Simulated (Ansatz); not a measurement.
The same path of C₄H₁₁BS (17 atoms, charge 0, multiplicity 1) was run twice with different band settings. The coordinate that changes most is the dihedral C4–C5–C6–H17.

These are results of RKS PBE0-D4/6-31G* (Ansatz 0.2.0), not measurements.

Relaxed end points:

```xyz
17
Properties=species:S:1:pos:R:3
C 2.014 -2.607 -0.892
B 1.191 -1.284 -1.055
S -0.208 -0.961 -0.007
C -0.839 0.669 -0.556
C -0.712 1.747 0.513
C -1.539 1.472 1.762
H 1.981 -3.177 -1.831
H 3.073 -2.368 -0.730
H 1.681 -3.263 -0.082
H 1.472 -0.467 -1.890
H -1.891 0.527 -0.828
H -0.291 0.945 -1.461
H -1.032 2.697 0.063
H 0.345 1.868 0.780
H -1.444 2.288 2.485
H -2.602 1.366 1.515
H -1.218 0.548 2.256
```

```xyz
17
Properties=species:S:1:pos:R:3
C 1.931 -2.731 -0.999
B 1.113 -1.404 -1.159
S 0.492 -0.554 0.273
C -0.379 0.910 -0.411
C -0.733 1.903 0.688
C -1.750 1.373 1.691
H 1.424 -3.541 -1.542
H 2.912 -2.624 -1.481
H 2.087 -3.057 0.033
H 0.887 -0.931 -2.239
H -1.284 0.562 -0.919
H 0.274 1.370 -1.156
H -1.131 2.804 0.203
H 0.183 2.211 1.207
H -2.681 1.083 1.190
H -1.369 0.493 2.220
H -1.995 2.133 2.440
```

Common settings: spring 5.0 eV/Å²; optimiser quadratic models (default); start path through a guess of the saddle point; force threshold 0.03 eV/Å; end points relaxed.

| run | movable images | climbing image | iteration limit |
| --- | --- | --- | --- |
| 1 | 7 | yes | 35 |
| 2 | 1 | no | 60 |

What does each run give, and how far can it be trusted?

Run 1: converged after 22 iterations, highest image 0.145 eV above the first end. A vibrational analysis at the climbing image gives one clearly imaginary mode, 239i cm⁻¹: a first-order saddle point.
Run 2: converged after 17 iterations, highest image 0.089 eV above the first end. The dihedral C4–C5–C6–H17 jumps by 93° between images 1 and 2, so the path isn't resolved there. No image climbed, so the highest image needn't sit at the top of the path. So few images can step over the top or miss a turn of the path.
